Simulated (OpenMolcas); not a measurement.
N+: the spin-orbit constant, thermal populations, Slater's ratio, worked from levels

```yaml
Program: OpenMolcas
Basis: ANO-L-VTZP [4s3p2d1f]
Scalar_Hamiltonian: non-relativistic, point nucleus
Active_space: 2 electrons in 3 orbitals (2p)
State_averaging: 2S+1 = 3 even, 3 roots; 2S+1 = 1 even, 6 roots
Spin-orbit_coupling: state interaction with AMFI integrals over the reference wave functions, term energies averaged over their components
```

Methods: CASSCF; SS-CASPT2, IPEA 0.25 Eh, imaginary shift 0.1 Eh (closed shells correlated: 1s 2s). Measured levels: NIST Handbook of Basic Atomic Spectroscopic Data.

**The spin-orbit constant.** For the Hund term 3P of p2, E(J) = (A/2) J(J+1) + constant and ζ = 2S·A = 2A. From J = 0 to J = 2 the energy changes by 3 A.

```
   Source  E(2) - E(0)     A   ζ
   CASSCF        142.3  47.4  95
SS-CASPT2        142.4  47.5  95
 measured        130.8  43.6  87
```

All in cm-1. SS-CASPT2 is off by +8.9 % and CASSCF by +8.8 %. Both methods take the spin-orbit matrix elements from the reference wave functions, so the second can move ζ only through the term energies and any multistate remixing. Second-order mixing with other terms is absorbed into this ζ.

**Thermal populations.** Z = Σ (2J + 1) exp(-E/kT) with k = 0.695035 cm-1/K, over the levels below. No other level of either list lies under 46700 cm-1, which is above 7 kT at each temperature.

| Level | 2J + 1 | SS-CASPT2 | measured |
| --- | --- | --- | --- |
| 2s2 2p2 3P0 | 1 | 0.0 | 0.0 |
| 2s2 2p2 3P1 | 3 | 47.9 | 48.7 |
| 2s2 2p2 3P2 | 5 | 142 | 131 |
| 2s2 2p2 1D2 | 5 | 15670 | 15316 |
| 2s2 2p2 1S0 | 1 | 35860 | 32689 |

```json
{"T (K)": "3000", "Z, SS-CASPT2": "8.605", "Z, measured levels": "8.630", "Ground level (%), SS-CASPT2": "11.6", "Ground level (%), measured levels": "11.6"}
{"T (K)": "5000", "Z, SS-CASPT2": "8.814", "Z, measured levels": "8.834", "Ground level (%), SS-CASPT2": "11.3", "Ground level (%), measured levels": "11.3"}
{"T (K)": "8000", "Z, SS-CASPT2": "9.148", "Z, measured levels": "9.178", "Ground level (%), SS-CASPT2": "10.9", "Ground level (%), measured levels": "10.9"}
```

At 8000 K, kT = 5560 cm-1, and the computed levels give Z = 1.000 + 2.974 + 4.874 + 0.299 + 0.002 = 9.148.

**Slater's ratio.** With one set of orbitals, p2 has 1D - 3P = 6 F2 and 1S - 1D = 9 F2 (F2 = F²/25), a ratio of 3/2. Term energies are centres of gravity, weighted by 2J + 1.

```tsv
Source	1D - 3P	1S - 3P	F2 from the first	Ratio
CASSCF	17661	43702	2944	1.474
SS-CASPT2	15571	35768	2595	1.297
measured	15227	32600	2538	1.141
```

Energies in cm-1. A ratio away from 3/2 shows effects beyond one configuration with one set of orbitals, and in heavier atoms second-order spin-orbit shifts.

CASPT2 does not keep the components of a term degenerate, so their means are used; among the terms shown or strongly mixed into the levels shown the widest spread is 100 cm-1 (2s2 2p2 1D, SS-CASPT2). With the s shell closed, the reference lacks s² → p² mixing. Without dynamic correlation excited terms often stand tens of per cent too high (terms of higher spin than the ground term too low), and those without a measured partner can miss by more than the paired ones (holds for CASSCF). Computed and measured levels are paired by configuration, term and J; levels that our copy of the source lacks, or whose pairing is in doubt (as where it misses far off the trend of its configuration), stay unpaired and out of the deviations. Levels of configurations outside the active space are missing.
